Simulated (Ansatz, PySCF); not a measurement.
Stretching the Si2–N1 bond in H5NSi (SMILES N[SiH3]) (multiplicity 1 held, fragments rigid). Energies count from the point at 1.724 Å.
Geometry at that point (charge 0, multiplicity 1):
| atom | x (Å) | y (Å) | z (Å) |
|---|---|---|---|
| N | 1.1401 | -0.0792 | -0.1102 |
| Si | -0.5733 | 0.0471 | 0.0303 |
| H | 1.7367 | 0.6014 | 0.3334 |
| H | 1.5818 | -0.9850 | -0.1282 |
| H | -1.1412 | -0.2861 | 1.3661 |
| H | -0.9523 | 1.4463 | -0.2735 |
| H | -1.1795 | -0.8820 | -0.9509 |

Active spaces are followed from a long bond inwards. Curves can end on different states.

Frozen-core correlation. Rows in 3-21G carry no dispersion term and start afresh at each structure.

The values were computed with Ansatz (a quantum-chemistry and plane-wave program); PySCF for 3-21G rows. Values without a source in brackets are computed.

### Question
What is the computed energy at R = 5.516 Å (CASSCF(2,2)/cc-pV(T+d)Z)?

### Answer
91.8 kcal/mol

### Question
What is the computed energy at R = 5.516 Å (R-HF/3-21G)?

### Answer
208.9 kcal/mol

### Question
Predict the energy at R = 5.516 Å from FIC-MRCISD+Q on CASSCF(2,2)/cc-pV(T+d)Z.

### Answer
104.9 kcal/mol

Doubts at one or more of the structures used: a restricted determinant that unrestricted orbitals would lower (R-HF/3-21G).
